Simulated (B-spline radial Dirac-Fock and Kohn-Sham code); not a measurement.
# How the levels of cesium move as electrons are removed

Model: Dirac-Fock ΔSCF + Breit + QED. Program: a radial atomic solver. Each ion is free and in its tabulated ground configuration. Correlation and solid-state effects are left out.

Reference: Cs, [Xe] 6s1, with L2 (2p1/2) 5366.6 eV, M3 (3p3/2) 1007.9 eV, M4 (3d3/2) 746.0 eV, N1 (4s) 246.8 eV, N5 (4d5/2) 81.95 eV, Kα1 (K-L3) 30969.9 eV, Kβ1 (K-M3) 34980.8 eV, Lα1 (L3-M5) 4286.8 eV. Shifts from it, in eV (a dash: the subshell is empty, belongs to an open shell averaged over j, or its hole state is left out as unreliable):

```tsv
ion	configuration	L2 (2p1/2)	M3 (3p3/2)	M4 (3d3/2)	N1 (4s)	N5 (4d5/2)	Kα1	Kβ1	Lα1
Cs⁺	[Kr] 4d10 5s2 5p6	+5.8	+5.8	+5.8	+5.8	+5.8	+0.02	+0.03	+0.01
Cs²⁺	[Kr] 4d10 5s2 5p5	+18.5	+18.4	+18.4	+18.1	+18.0	+0.15	+0.28	+0.11
Cs³⁺	[Kr] 4d10 5s2 5p4	+32.2	+31.8	+31.9	+31.4	+31.1	+0.35	+0.67	+0.23
Cs⁴⁺	[Kr] 4d10 5s2 5p3	+46.7	+46.3	+46.4	+45.4	+45.1	+0.57	+1.11	+0.41
Cs⁵⁺	[Kr] 4d10 5s2 5p2	+62.3	+61.5	+61.7	+60.3	+59.7	+0.85	+1.66	+0.62
Cs⁶⁺	[Kr] 4d10 5s2 5p1	+78.7	+77.5	+77.8	+75.8	+75.0	+1.17	+2.31	+0.87
Cs⁷⁺	[Kr] 4d10 5s2	+95.9	+94.3	+94.7	+92.0	+91.0	+1.55	+3.06	+1.16
```

Over this range L2 (2p1/2) moves by +95.9 eV and Kα1 by +1.5 eV: a line is a difference of two levels that shift in the same direction.

Values without a named source are computed, but for edge energies of neutral atoms, which are taken from tables.
